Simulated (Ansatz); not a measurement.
Ansatz (a first-principles code) input:

Ansatz 0.2 input:
```yaml
crystal:
  periodic: [false, false, false]
  atoms:
    - {symbol: B, position_ang: [0.22645289, 0.26515512, 0.04119097]}
    - {symbol: Cl, position_ang: [-1.55168755, -0.01159838, -0.48890061]}
    - {symbol: F, position_ang: [0.46900764, 1.60343943, -0.03537415]}
    - {symbol: S, position_ang: [1.31408470, -0.97247237, 0.52648268]}
basis:
  gaussian:
    orbitals: def2-TZVP
hamiltonian:
  xc: b3lyp
  dispersion: d3bj
total_charge: -1
phonons: {temperatures: {t_min: 298.15, t_max: 298.15, t_step: 100}}
```

### Question
What final total energy does it print?

### Answer
-983.40716 Eh (B3LYP-D3(BJ)/def2-TZVP). The basis has 136 functions. The run takes around 30 core-seconds (rough).

It need not be the lowest isomer of its formula. Whether it binds its extra electron was not tested at this geometry.
